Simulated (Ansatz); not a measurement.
Relaxation of TcO3Br (TcBrO₃) with RKS r2SCAN-D4/def2-SVP.

```sh
$ ansatz run in.yaml --threads 2 --pin off --events-out ev --progress --plain --max-ram 4352MiB
```

```yaml
crystal:
  periodic: [false, false, false]
  atoms:
    - {symbol: Tc, position_ang: [0.097500, 0.171990, 0.070680]}
    - {symbol: O, position_ang: [0.041720, 0.041860, 1.701120]}
    - {symbol: O, position_ang: [1.610940, 0.072200, -0.544010]}
    - {symbol: O, position_ang: [-0.768500, 1.429540, -0.517740]}
    - {symbol: Br, position_ang: [-0.981660, -1.715590, -0.710050]}
basis:
  gaussian: {orbitals: def2-SVP}
hamiltonian: {xc: r2scan, dispersion: d4}
scf: {omitted_lower_state_checks: [starts]}
output: {orbitals: {seedname: orbitals}}
relax: {f_tol: 0.02, max_steps: 100}
```

Run time 36 s (2 threads of Arm Neoverse V1 on a shared host).

Positions (Å) and forces (eV/Å) at steps 1, 2, 3, 4, 6 of 6:

```xyz
5
step=1 energy=-78373.7852 eV
Tc    0.098    0.172    0.071   -1.242   -2.206   -0.899
O     0.042    0.042    1.701    0.224    0.344    2.814
O     1.611    0.072   -0.544    2.717    0.393   -0.749
O    -0.768    1.430   -0.518   -1.072    2.550   -0.714
Br   -0.982   -1.716   -0.710   -0.627   -1.081   -0.452
5
step=2 energy=-78374.0690 eV
Tc    0.056    0.096    0.040    0.396    0.634    0.282
O     0.090    0.124    1.723   -0.148   -0.245   -0.473
O     1.647    0.155   -0.505   -0.497   -0.254    0.020
O    -0.718    1.495   -0.481    0.024   -0.514    0.010
Br   -1.075   -1.870   -0.777    0.225    0.379    0.161
5
step=3 energy=-78374.0930 eV
Tc    0.076    0.132    0.055   -0.124   -0.209   -0.098
O     0.067    0.085    1.737    0.073    0.134   -0.356
O     1.652    0.115   -0.532   -0.313    0.128    0.197
O    -0.753    1.483   -0.506    0.275   -0.205    0.191
Br   -1.042   -1.816   -0.754    0.088    0.152    0.066
5
step=4 energy=-78374.1019 eV
Tc    0.064    0.111    0.046    0.185    0.324    0.134
O     0.073    0.096    1.722   -0.016   -0.028   -0.030
O     1.641    0.127   -0.521   -0.034   -0.028   -0.006
O    -0.738    1.480   -0.495   -0.007   -0.043   -0.006
Br   -1.041   -1.815   -0.752   -0.128   -0.225   -0.092
5
step=6 energy=-78374.1046 eV
Tc    0.067    0.117    0.049   -0.007   -0.006   -0.007
O     0.074    0.097    1.724    0.000    0.000    0.009
O     1.643    0.128   -0.521    0.008    0.000   -0.002
O    -0.738    1.482   -0.496   -0.002    0.005   -0.001
Br   -1.046   -1.823   -0.756    0.001    0.001    0.001
```

In the def2 sets Tc takes a core potential; there is no spin–orbit coupling. The restricted singlet is unstable towards broken spin symmetry in Hartree–Fock (as tested in another run); at r2SCAN-D4/def2-SVP this wasn't settled.
